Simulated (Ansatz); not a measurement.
A structure drawn as `C[Si](N)(S)Cl`, with this starting geometry:

```xyz
11

C     0.902   -1.145   -0.043
Si   -0.471   -0.036    0.008
N    -0.100    1.427   -0.756
S    -1.014    0.513    1.961
Cl   -2.099   -0.828   -0.922
H     1.211   -1.469   -1.082
H     0.684   -2.132    0.459
H     1.799   -0.778    0.401
H    -0.170    1.264   -1.743
H    -0.931    2.060   -0.565
H     0.188    1.126    2.282
```

Total charge 0; spin multiplicity 1.

(1) Does it keep its bonds when Ansatz relaxes it at PBE-D4/def2-SVP and then PBE0-D4/def2-TZVP?

(2) Give the relaxed structure. (Best estimate.)

Atoms count as bonded under 1.1 times the sum of their covalent radii (H–H under 0.85 Å, pairs among N, O and F under 1.55 Å), and a drawn bond as lost past 1.3 times.

## Answers

(1) Yes, every drawn bond is still there and no new one forms.

(2) Computed: 
Z-matrix (Å, degrees):
```
C
Si 1 1.852
H 1 1.092 2 110.5
H 1 1.093 2 110.6 3 -120.3
H 1 1.091 2 110.2 3 120.2
N 2 1.702 1 109.1 3 60.9
S 2 2.130 1 115.2 3 -61.2
Cl 2 2.073 1 107.3 3 -174.4
H 6 1.008 2 119.7 1 -173.7
H 6 1.008 2 120.0 1 41.5
H 7 1.345 2 93.2 1 69.2
```
No frequency check was run.
